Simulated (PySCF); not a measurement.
Compound: C2H8Si2.
SMILES with atom numbers: `[SiH3:1]/[CH:2]=[CH:3]\[SiH3:4]` (hydrogens: H5, H6, H7 on Si1; H8 on C2; H9 on C3; H10, H11, H12 on Si4)

The same species was optimised twice, with GFN2-xTB and with PBE0-D3(BJ)/def2-SVP (PySCF), and the same property calculations (PySCF, gas phase) were run on both structures.

```csv
coordinate,GFN2-xTB,PBE0-D3(BJ)/def2-SVP,change
Si1–H7 (Å),1.462,1.494,+0.032
Si4–H12 (Å),1.465,1.496,+0.031
Si4–H10 (Å),1.465,1.494,+0.029
Si1–H6 (Å),1.468,1.496,+0.028
Si1–H5 (Å),1.467,1.495,+0.028
Si4–H11 (Å),1.467,1.494,+0.027
C2=C3 (Å),1.332,1.346,+0.014
C3–H9 (Å),1.088,1.100,+0.012
C2–H8 (Å),1.089,1.101,+0.012
Si1–C2 (Å),1.880,1.876,-0.004
C3–Si4 (Å),1.884,1.884,0.000
C2–Si1–H6 (°),107.9,111.0,+3.1
Si1–C2–H8 (°),113.9,116.0,+2.1
Si1–C2–C3 (°),128.4,126.5,-1.9
C2–Si1–H7 (°),111.9,110.2,-1.7
H10–Si4–H12 (°),109.9,108.5,-1.4
C3–Si4–H12 (°),110.3,111.5,+1.2
C2–Si1–H5 (°),108.2,109.3,+1.1
H6–Si1–H7 (°),110.0,109.1,-0.9
```

Rotational constants: A = 8823, B = 2140, C = 1792 MHz (GFN2-xTB) against A = 8602, B = 2170, C = 1806 MHz (PBE0-D3(BJ)/def2-SVP). Atoms that the bonding makes alike are paired by their places after alignment.

On the GFN2-xTB structure: lowest singlet, TDDFT (eV) 5.86 [CAM-B3LYP/def2-SVPD]; lowest triplet, Tamm–Dancoff (eV) 4.03 [CAM-B3LYP/def2-SVPD]; isotropic polarisability (au) 79.5 [CAM-B3LYP/def2-SVPD]; HOMO (eV) -9.25 [CAM-B3LYP/def2-SVPD]; LUMO (eV) 0.15 [CAM-B3LYP/def2-SVPD]; dipole (D) 0.57 [CAM-B3LYP/def2-SVPD]; HOMO (eV) -7.98 [PBE0/pcSseg-1]; LUMO (eV) -0.96 [PBE0/pcSseg-1]; dipole (D) 0.53 [PBE0/pcSseg-1]; GIAO shielding of Si1/Si4 (mean) (ppm) 434.1 [PBE0/pcSseg-1]; GIAO shielding of C2/C3 (mean) (ppm) 34.1 [PBE0/pcSseg-1].

Problem. What do these properties become on the PBE0-D3(BJ)/def2-SVP structure?

Solution. 
```
                                    property                level  on GFN2-xTB  on PBE0-D3(BJ)/def2-SVP  change
                  lowest singlet, TDDFT (eV)  CAM-B3LYP/def2-SVPD         5.86                     5.84   -0.02
           lowest triplet, Tamm–Dancoff (eV)  CAM-B3LYP/def2-SVPD         4.03                     3.89   -0.14
               isotropic polarisability (au)  CAM-B3LYP/def2-SVPD         79.5                     81.6    +2.1
                                   HOMO (eV)  CAM-B3LYP/def2-SVPD        -9.25                    -9.26   -0.01
                                   LUMO (eV)  CAM-B3LYP/def2-SVPD         0.15                    -0.02   -0.17
                                  dipole (D)  CAM-B3LYP/def2-SVPD         0.57                     0.77   +0.20
energy, GFN2-xTB geometry as zero (kcal/mol)  CAM-B3LYP/def2-SVPD          0.0                     -0.8    -0.8
                                   HOMO (eV)        PBE0/pcSseg-1        -7.98                    -8.00   -0.02
                                   LUMO (eV)        PBE0/pcSseg-1        -0.96                    -1.14   -0.18
                                  dipole (D)        PBE0/pcSseg-1         0.53                     0.75   +0.22
energy, GFN2-xTB geometry as zero (kcal/mol)        PBE0/pcSseg-1          0.0                     -0.9    -0.9
      GIAO shielding of Si1/Si4 (mean) (ppm)        PBE0/pcSseg-1        434.1                    430.9    -3.2
        GIAO shielding of C2/C3 (mean) (ppm)        PBE0/pcSseg-1         34.1                     30.7    -3.4
```

The heavy atoms differ by 0.019 Å rms after alignment. Among all bonds Si1–H7 and Si4–H12 change most and about equally (+0.031 to +0.032 Å). Changes are differences of the printed values. Neither structure is proved a minimum here.
